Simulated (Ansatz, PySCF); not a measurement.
System: CH2NS (charge 0, doublet). It need not be the lowest isomer of its formula. 
Coordinates optimised at B3LYP-D3(BJ)/def2-TZVP (Ansatz, an electronic-structure program):
```xyz
5

C      0.0343    -0.5792    -0.1118
N     -1.1545    -1.1053     0.0715
S      0.6961     0.8659    -0.0074
H     -1.3063    -2.0909    -0.0695
H     -1.9562    -0.5513     0.3579
```
Charge 0, spin multiplicity 2.

Property: vertical ionisation energy (to the singlet state of charge +1; each state is the SCF solution reached for its spin; for the singlet the Hartree-Fock reference is unstable and T1 is 0.022), in eV. Cores are frozen in the correlated levels unless marked. UHF or UKS for open shells. Spin-orbit coupling is left out. No relativistic terms. Basis-set limits of correlation are two-point, X^-3; Hartree-Fock from the larger set. The bracket is a focal-point correction in the basis named.

```
level                                                                      program  vertical ionisation energy (eV)  minus last row
-------------------------------------------------------------------------  -------  -------------------------------  --------------
HF/aug-cc-pV(D+d)Z                                                          Ansatz                             8.00            0.19
HF/aug-cc-pV(Q+d)Z                                                          Ansatz                             7.99            0.18
r2SCAN/def2-TZVPD                                                           Ansatz                             8.07            0.26
BHLYP/def2-TZVPD                                                            Ansatz                             8.21            0.40
CAM-B3LYP/def2-TZVPD                                                        Ansatz                             8.18            0.37
MP2/aug-cc-pV(D+d)Z                                                         Ansatz                             7.55           -0.26
SCS-MP2/aug-cc-pV(T+d)Z                                                     Ansatz                             7.59           -0.22
CCSD(T)/aug-cc-pV(D+d)Z                                                     Ansatz                             7.58           -0.23
RI-MP2/CBS(aug-cc-pV(T+d)Z,aug-cc-pV(Q+d)Z)+[CCSD(T)-MP2]/aug-cc-pV(D+d)Z   Ansatz                             7.77           -0.04
RI-MP2/CBS(aug-cc-pV(T+d)Z,aug-cc-pV(Q+d)Z)+[CCSD(T)-MP2]/aug-cc-pV(T+d)Z   Ansatz                             7.81            0.00
```

For comparison, minus the highest occupied orbital energy (PySCF): 4.35 eV at M06-L/def2-TZVPD, 5.05 eV at TPSSh/def2-TZVPD, 4.55 eV at TPSS/def2-TZVPD.
